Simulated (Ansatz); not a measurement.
One change: `C/C(O)=[N]\[SbH2]` becomes `CC(=N)O`.

Ansatz, PBE0-D4/def2-TZVP geometries, multiplicity 1. Each molecule was computed in one conformer, which needn't be the lowest.

Elements past krypton have def2 core potentials.

```tsv
property	`C/C(O)=[N]\[SbH2]`
HOMO energy (PBE0/def2-TZVPP) / eV	-6.80
HOMO–LUMO gap (ωB97M-V/def2-TZVPP) / eV	10.03
HOMO–LUMO gap (PBE0/def2-TZVPP) / eV	6.26
ideal-gas entropy at 298 K and 1 bar (rigid rotor, harmonic PBE0-D4/def2-TZVP) / J/(mol·K)	368
zero-point energy (PBE0-D4/def2-TZVP) / kJ/mol	203.1
LUMO energy (PBE/def2-TZVPP) / eV	-1.31
```

(1) What does the change do to each property? (Estimate.)

Results:

(1) Computed: 
| property | `CC(=N)O` | shift |
| --- | --- | --- |
| HOMO energy (PBE0/def2-TZVPP) / eV | -7.91 | -1.11 |
| HOMO–LUMO gap (ωB97M-V/def2-TZVPP) / eV | 12.68 | 2.65 |
| HOMO–LUMO gap (PBE0/def2-TZVPP) / eV | 8.63 | 2.37 |
| ideal-gas entropy at 298 K and 1 bar (rigid rotor, harmonic PBE0-D4/def2-TZVP) / J/(mol·K) | 285 | -83 |
| zero-point energy (PBE0-D4/def2-TZVP) / kJ/mol | 195.8 | -7.3 |
| LUMO energy (PBE/def2-TZVPP) / eV | -0.40 | 0.91 |

With PBE0 the HOMO falls by 1.11 eV and the LUMO rises by 1.26 eV, so the gap widens by about 2.37 eV. PBE moves the HOMO by -0.71 eV and ωB97M-V by -1.33 eV. The zero-point energy changes by -7.3 kJ/mol with -6 modes. Modes under 60 cm⁻¹, often nearly free rotors, make the harmonic entropy too high.

Spin–orbit coupling is left out; it splits and shifts lone-pair levels of the heavy atoms by tenths of an eV.
